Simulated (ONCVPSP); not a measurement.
Building the ONCV potential for Cu (Z = 29) (PBE, scalar-relativistic).

* Element: Cu (Z = 29)
* Generator: ONCVPSP 4.0.1
* Type: optimised norm-conserving Vanderbilt (ONCV)
* Functional: PBE
* Relativity: scalar-relativistic
* Frozen core: [Ne]
* Valence charge: 19
* Reference configuration: 3s2 3p6 3d10 4s1
* Partial waves: 3s+4s: rc 1.10 bohr, ncon 3, nbas 7, qcut 11.9 1/bohr, 2 projectors; 3p: rc 1.10 bohr, ncon 4, nbas 9, qcut 10.8 1/bohr, 2 projectors, debl 2.6 Ha; 3d: rc 1.10 bohr, ncon 4, nbas 8, qcut 17.5 1/bohr, local
* Local potential: the d channel
* Core correction: none

In the p channel the program set the typed energies aside and used -2.651, 0.250 Ha.

Calculated quality:

```json
{"Cutoffs needed": "97 Ha and 112 Ha (the cutoffs (Ha) at which the residual kinetic energy of the hardest occupied pseudo-wave falls to 1 and 0.1 mHa per electron)", "Ghost test": "ghosts flagged at negative energy: s at -1001.3 eV; no localised positive-energy state flagged; a true bound ghost makes a file unfit for plane-wave use", "Configuration tests": "2 of 4 tests not solved or not reliable"}
```

Generation and tests took about 3.8 s on one core of a shared server CPU.
